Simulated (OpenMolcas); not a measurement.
Ir4+ in a point-charge field

Ir4+ among 2 point charges of -0.98 e arranged as a linear pair (D∞h), 2.17 Å from the ion.
```
   0.0000    0.0000    2.1700  -0.98
   0.0000    0.0000   -2.1700  -0.98
```

| Item | Value |
| --- | --- |
| Program | OpenMolcas 26.06 |
| Method | SS-CASPT2, IPEA 0.25 Eh, imaginary shift 0.1 Eh (closed shells correlated: 5s 5p) |
| Basis | ANO-RCC-VDZP [7s6p4d2f] |
| Scalar Hamiltonian | DKH2, point nucleus |
| Active space | 5 electrons in 5 orbitals (5d) |
| State averaging | 2S+1 = 6 even, 1 root; 2S+1 = 4 even, 24 roots; 2S+1 = 2 even, 75 roots |
| Spin-orbit coupling | RASSI with atomic mean-field integrals over the reference wave functions |

The lowest spin-free states (labels by Λ), above the lowest:

| State | Degeneracy | E (cm-1) | Free-ion L (%) |
| --- | --- | --- | --- |
| 6Σ | 1 | 0 | S (100) |
| 4Δ | 2 | 23660 | G (78) |
| 4Φ | 2 | 24590 | G (93) |
| 4Π | 2 | 25060 | G (95) |
| 4Σ | 1 | 25880 | G (100) |
| 4Π | 2 | 25940 | P (58) |
| 4Γ | 2 | 26270 | G (100) |
| 4Δ | 2 | 28700 | D (78) |
| 4Σ | 1 | 29390 | P (100) |
| 4Σ | 1 | 32060 | D (100) |
| 4Π | 2 | 34430 | D (54) |
| 2Π | 2 | 36840 | I (95) |
| 2Σ | 1 | 36900 | I (95) |
| 2Γ | 2 | 36920 | I (84) |
| 2Δ | 2 | 37110 | I (96) |
| 2H | 2 | 37280 | I (91) |
| 2Φ | 2 | 37330 | I (94) |
| 2I | 2 | 38020 | I (100) |
| 2Δ | 2 | 39090 | D (44) |
| 2Π | 2 | 39360 | D (68) |

The lowest levels with spin-orbit coupling:

```
E (cm-1)  Degeneracy      2S+1                g
       0           2  6 (81 %)   0.00 0.00 9.56
     370           2  6 (84 %)   0.00 0.00 5.78
     540           2  6 (86 %)   1.94 5.81 5.81
   15990           2  4 (61 %)   0.00 0.00 6.06
   19080           2  4 (57 %)   0.00 0.00 3.47
   21240           2         4   0.00 0.00 9.19
   21310           2  4 (58 %)   1.18 2.81 2.81
   21870           2         4   0.00 0.00 3.04
   23920           2  4 (88 %)   0.00 0.00 5.91
   24240           2  4 (79 %)  0.00 0.00 11.50
   24750           2  4 (80 %)   0.00 0.00 8.57
   24990           2  4 (89 %)   0.26 2.34 2.34
   25040           2  4 (80 %)   0.00 0.00 6.16
   25650           2  4 (79 %)   0.05 2.28 2.28
   25800           2  4 (78 %)   0.00 0.00 4.11
   26000           2  4 (80 %)   1.80 2.65 2.65
   26090           2  4 (85 %)   0.00 0.00 2.83
   26280           2  4 (86 %)   0.00 0.00 6.17
   26790           2  4 (74 %)  0.00 0.00 13.38
   27610           2  4 (89 %)   0.00 0.00 3.38
```

Powder χT (cm3 K/mol): 2.87 at 2 K, 2.9 at 10 K, 3.08 at 50 K, 3.29 at 100 K, 3.61 at 200 K, 3.79 at 300 K. The effective moment at 300 K is 2.828 √(χT) = 5.51 μB.

Roots that are degenerate in the reference are averaged as groups; the widest CASPT2 spread within a group is 34 cm-1 (the 2-fold group of multiplicity 2 near 60500 cm-1 above the lowest state of its run). Shifts and gaps below about the spread of the groups concerned are not significant. Point charges give a weaker field than real ligands, and real ions of this kind are as a rule low spin; the high spin found here belongs to the model. Free-ion shares, where given, are those of the reference states; single-state CASPT2 does not remix them. This is an electrostatic model: the charges have no orbitals. No measured value stands beside these numbers.
